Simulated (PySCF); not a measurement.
**Static response to an electric field**

Compound: C7H4FNO.
Structure used (GFN2-xTB), in Å, numbered top down from 1:
```
atom  x, y, z in Å
O1     4.2810   -0.5515   -0.1293
C2     3.1282   -0.5829   -0.0448
N3     1.9683   -0.8178    0.0962
C4     0.6868   -0.3334    0.0459
C5     0.4135    0.9872   -0.3080
C6    -0.8949    1.4309   -0.3452
C7    -1.9414    0.5783   -0.0349
C8    -1.6460   -0.7278    0.3130
F9    -2.6545   -1.5673    0.6171
C10   -0.3508   -1.2046    0.3608
H11    1.2284    1.6525   -0.5495
H12   -1.1028    2.4535   -0.6195
H13   -2.9668    0.9092   -0.0598
H14   -0.1497   -2.2268    0.6358
```

Level: B3LYP/def2-SVPD (PySCF), static field, nuclei fixed, core orbitals frozen in the response. The polarisability tensor in these axes (au):

```
x   140.49  -4.89  -4.62
y    -4.89  85.84  -9.76
z    -4.62  -9.76  53.11
```

Problem. What are the eigenvalues, a third of the trace, and Δα (Δα² = ½Σ(αi − αj)² over the three pairs)?

Solution. Principal values 50.05, 88.30 and 141.09 au; mean 93.15 au = 13.80 Å³ = 15.36 × 10⁻⁴⁰ C²·m²/J; Δα = 79.17 au (85 % of the mean).

Problem. What is the dipole moment, and where does it point?

Solution. (-1.13, 1.62, -0.38) D, 2.01 D in size, pointing from the negative to the positive side. Measured along this direction, the outermost atoms are O1 at the negative end and H12 at the positive end.

Problem. Estimate the molar refractivity from the static electronic polarisability.

Solution. Lorentz–Lorenz: R = (4π/3)N_A α = 2.5225 cm³/(mol·Å³) × 13.80 Å³ = 34.8 cm³/mol, in the limit of long wavelengths.

Problem. Form Σ f/ω² (atomic units) for the 8 lowest TDDFT singlets, given as eV and f, and set it beside the mean polarisability, which is this sum over all singlets: 5.06, 0.0107; 5.49, 0.2078; 5.50, 0.0474; 6.34, 0.0039; 6.35, 0.2734; 6.39, 0.0000; 6.60, 0.4996; 6.80, 0.0000.

Solution. They add up to 20.16 au, 21.6 % of the 93.15 au; the largest single term is 8.50 au, from the state at 6.60 eV. Terms in order: 0.31, 5.10, 1.16, 0.07, 5.02, 0.00, 8.50, 0.00 au. Higher excitations give the rest. The strengths listed sum to 1.043.

Problem. Directions of the eigenvectors, and the extent of the frame along each?

Solution. Largest value along (1.00, -0.08, -0.04), where the nuclei span 7.34 Å; middle along (0.07, 0.96, -0.27), 4.77 Å; least along (0.06, 0.27, 0.96), 0.00 Å. The response follows the extents in order.

Problem. Find the Langevin capture rate constant for H3+ (3.023 u) meeting this molecule (137.028 u), k = 2.342 × 10⁻⁹ cm³/s × √(α in Å³ / reduced mass in u).

Solution. The reduced mass is 2.96 u, so k = 5.06 × 10⁻⁹ cm³/s. The formula leaves out the permanent dipole, which adds to the capture rate.

Problem. Orientational against electronic polarisability at 298 K (dilute gas, rigid molecules)?

Solution. In Gaussian units μ²/3kT = 32.68 Å³ against 13.80 Å³, a ratio of 2.37; the Debye molar polarisation (4π/3)N_A(α + μ²/3kT) is 117.3 cm³/mol, leaving out the vibrational part.

One conformer (not necessarily the lowest) at the GFN2-xTB geometry, without solvent, vibrations or thermal averaging.
